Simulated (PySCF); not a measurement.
Te(Cl)4 cation (Cl4Te), SMILES Cl[Te](Cl)(Cl)Cl (connectivity only; charge and spin as stated), charge +1, multiplicity 2.

Geometry: PBE-D3(BJ)/def2-SVP. The spin state was assumed, not searched. The isomer is the one that the SMILES or the coordinates give; other isomers of the formula were not compared. The def2 effective core potentials stand for the cores of Te; spin–orbit coupling is left out.

Calculation: r2SCAN/def2-TZVP (PySCF).

```yaml
total_energy: -2108.56829 hartree
point_group: Td
"α spin, highest occupied and lowest empty level": -12.67 and -9.36 eV
"β spin, highest occupied and lowest empty level": -13.84 and -11.84 eV
dipole_moment_about_the_centre_of_nuclear_charge: 0.000 e·Å
mean_static_polarisability: 99.3 bohr³ (14.72 Å³)
polarisability_principal_values: 99.3, 99.3, 99.3 bohr³
"⟨S²⟩": 0.759 (pure state 0.75)
```
